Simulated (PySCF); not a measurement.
Job file and geometry (Å, from GFN2-xTB) of an NMR shielding run on `C(=C\C#CB)(/C)CB`, C₆H₁₀B₂, PySCF 2.14.0, density-fitted response routines, GIAO PBE0/pcSseg-1 NMR shielding, non-relativistic, gas phase; density fitting, a coarse starting grid and PySCF grid level 2 are the driver's defaults:

```
$ OMP_NUM_THREADS=1 python probes_run.py task.json out

{"job": {"kind": "nmr", "xc": "PBE0", "basis": "pcSseg-1"}, "charge": 0, "multiplicity": 1}
B      3.958372    -0.211936     0.107095
C      2.536911    -0.621349    -0.038702
C      1.369462    -0.944605    -0.160596
C      0.028410    -1.325340    -0.307195
C     -0.953790    -0.460683    -0.610083
C     -2.371439    -0.906961    -0.760849
C     -0.707204     1.002951    -0.783968
B     -1.125105     1.917828     0.424013
H      4.278167     0.878078    -0.184934
H      4.749605    -0.977841     0.508149
H     -0.189675    -2.377300    -0.161622
H     -3.013824    -0.330814    -0.094849
H     -2.485063    -1.964791    -0.535619
H     -2.715456    -0.729732    -1.780790
H      0.367626     1.169821    -0.926242
H     -1.187088     1.348939    -1.704790
H     -1.460661     1.461635     1.446413
H     -1.088007     3.078417     0.288151
```

Q: Write the output of this run.

A: 
```
coarse grid: 14888 points
cycle   1  E = -283.7452055944  dE =  8.210e-01  |g| = 4.217e-01  |ddm| = 3.998e+00
cycle   2  E = -283.7278576752  dE =  1.735e-02  |g| = 5.014e-01  |ddm| = 9.590e-01
cycle   3  E = -283.7881483526  dE = -6.029e-02  |g| = 1.861e-01  |ddm| = 5.678e-01
cycle   4  E = -283.7970657657  dE = -8.917e-03  |g| = 4.124e-02  |ddm| = 1.792e-01
cycle   5  E = -283.7974929213  dE = -4.272e-04  |g| = 1.636e-02  |ddm| = 5.516e-02
cycle   6  E = -283.7975590103  dE = -6.609e-05  |g| = 5.298e-03  |ddm| = 1.884e-02
cycle   7  E = -283.7975666930  dE = -7.683e-06  |g| = 1.183e-03  |ddm| = 5.875e-03
final grid: 143384 points
cycle   8  E = -283.8443620809  dE = -4.639e-05  |g| = 7.539e-03  |ddm| = 6.039e-02
cycle   9  E = -283.8443555005  dE =  6.580e-06  |g| = 9.045e-03  |ddm| = 1.738e-02
cycle  10  E = -283.8443768371  dE = -2.134e-05  |g| = 2.199e-03  |ddm| = 9.817e-03
cycle  11  E = -283.8443781725  dE = -1.335e-06  |g| = 3.988e-04  |ddm| = 2.216e-03
cycle  12  E = -283.8443781993  dE = -2.680e-08  |g| = 2.238e-04  |ddm| = 4.316e-04
cycle  13  E = -283.8443782113  dE = -1.201e-08  |g| = 6.445e-05  |ddm| = 2.212e-04
cycle  14  E = -283.8443782125  dE = -1.182e-09  |g| = 1.109e-05  |ddm| = 6.547e-05
cycle  15  E = -283.8443782125  dE = -3.251e-11  |g| = 3.781e-06  |ddm| = 1.522e-05
converged SCF energy = -283.8443782125

GIAO shielding tensors (ppm)
atom      isotropic    diamagn.    paramagn.     s11        s22        s33       span
  0 B       39.254     197.589    -158.336    -23.542      0.876    140.427    163.970
  1 C       66.976     257.477    -190.501    -10.883     -1.461    213.271    224.154
  2 C       33.745     258.972    -225.226    -20.989      5.493    116.733    137.722
  3 C       76.528     260.387    -183.859    -10.668    100.021    140.232    150.901
  4 C        4.776     263.854    -259.078   -120.105    -26.001    160.434    280.539
  5 C      157.375     247.046     -89.672    143.073    144.264    184.787     41.714
  6 C      139.314     252.926    -113.612    116.986    142.759    158.197     41.211
  7 B        8.347     193.155    -184.807    -66.728    -36.224    127.993    194.721
  8 H       25.127      31.523      -6.396     20.583     27.184     27.615      7.032
  9 H       25.122      29.933      -4.811     21.161     26.923     27.282      6.121
 10 H       25.581      32.184      -6.603     22.322     25.665     28.757      6.434
 11 H       29.655      29.289       0.366     26.187     28.125     34.655      8.468
 12 H       29.535      29.621      -0.086     25.839     28.332     34.434      8.595
 13 H       29.593      28.124       1.469     26.015     27.895     34.870      8.855
 14 H       27.872      32.482      -4.611     21.687     30.082     31.846     10.159
 15 H       28.925      30.994      -2.069     24.412     29.097     33.266      8.853
 16 H       23.834      30.622      -6.788     14.696     28.243     28.563     13.867
 17 H       23.655      30.131      -6.476     16.278     26.587     28.100     11.822
```

Size and cost of the density-fitted run: 186 basis functions, 60 s wall time on 1 thread of an Arm Neoverse N1, shared host; peak memory 0.77 GiB.
